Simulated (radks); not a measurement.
Q: Radial electron density D(r) = 4 pi r^2 rho(r) of an atom or ion with 6 electrons. Method: scalar-relativistic Kohn-Sham, PBE, spin-polarised, spherical densities, point nucleus; computed with a radial shooting solver on a logarithmic mesh with Libxc functionals.

| r (bohr) | D(r) (e/bohr) | spin D(r) |
|---|---|---|
| 0.008388 | 0.1020 | 0.00123 |
| 0.009382 | 0.1261 | 0.00152 |
| 0.01041 | 0.1533 | 0.00185 |
| 0.01164 | 0.1889 | 0.00228 |
| 0.01302 | 0.2324 | 0.00280 |
| 0.01445 | 0.2812 | 0.00339 |
| 0.01616 | 0.3446 | 0.00416 |
| 0.01808 | 0.4212 | 0.00508 |
| 0.02006 | 0.5063 | 0.00611 |
| 0.02244 | 0.6154 | 0.00742 |
| 0.0251 | 0.7455 | 0.00899 |
| 0.02785 | 0.8879 | 0.0107 |
| 0.03115 | 1.067 | 0.0129 |
| 0.03456 | 1.261 | 0.0152 |
| 0.03866 | 1.502 | 0.0181 |
| 0.04324 | 1.779 | 0.0215 |
| 0.04798 | 2.069 | 0.0250 |
| 0.05367 | 2.418 | 0.0292 |
| 0.06003 | 2.804 | 0.0339 |
| 0.06661 | 3.191 | 0.0387 |
| 0.0745 | 3.635 | 0.0441 |
| 0.08333 | 4.095 | 0.0499 |
| 0.09246 | 4.525 | 0.0555 |
| 0.1034 | 4.975 | 0.0616 |
| 0.1157 | 5.388 | 0.0678 |
| 0.1284 | 5.719 | 0.0735 |
| 0.1436 | 5.991 | 0.0798 |
| 0.1606 | 6.153 | 0.0864 |
| 0.1782 | 6.183 | 0.0933 |
| 0.1993 | 6.073 | 0.103 |
| 0.2229 | 5.809 | 0.115 |
| 0.2473 | 5.433 | 0.132 |
| 0.2767 | 4.910 | 0.158 |
| 0.307 | 4.345 | 0.192 |
| 0.3434 | 3.699 | 0.243 |
| 0.3841 | 3.069 | 0.312 |
| 0.4261 | 2.547 | 0.397 |
| 0.4767 | 2.096 | 0.512 |
| 0.5331 | 1.792 | 0.653 |
| 0.5916 | 1.650 | 0.805 |
| 0.6617 | 1.641 | 0.989 |
| 0.7401 | 1.746 | 1.18 |
| 0.8212 | 1.906 | 1.36 |
| 0.9185 | 2.095 | 1.52 |
| 1.027 | 2.250 | 1.64 |
| 1.14 | 2.329 | 1.69 |
| 1.275 | 2.318 | 1.68 |
| 1.426 | 2.201 | 1.60 |
| 1.583 | 2.006 | 1.46 |
| 1.77 | 1.728 | 1.26 |
| 1.98 | 1.412 | 1.04 |
| 2.197 | 1.114 | 0.828 |
| 2.457 | 0.8173 | 0.615 |
| 2.727 | 0.5819 | 0.444 |
| 3.05 | 0.3812 | 0.296 |
| 3.411 | 0.2351 | 0.186 |
| 3.785 | 0.1418 | 0.115 |
| 4.234 | 0.07710 | 0.0642 |
| 4.735 | 0.03891 | 0.0333 |
| 5.254 | 0.01912 | 0.0168 |
| 5.877 | 0.008105 | 0.00732 |
| 6.573 | 0.003083 | 0.00285 |
| 7.294 | 0.001128 | 0.00106 |
| 8.158 | 0.0003360 | 0.000322 |

What is the nuclear charge?

A: Z = 6. The innermost maximum, from 1s, lies near gamma/Z bohr with gamma = sqrt(1 - (Z/c)^2) = 0.999, here 0.167 bohr (found: 0.174), and its height grows with Z. The density is that of neutral carbon in [He] 2s1.5 2p2.5; the configuration itself is not fixed sharply by these data. D(r) has 2 maxima, at r = 0.174, 1.20 bohr, and minima at 0.631 bohr, inside which lie 2.17 electrons.
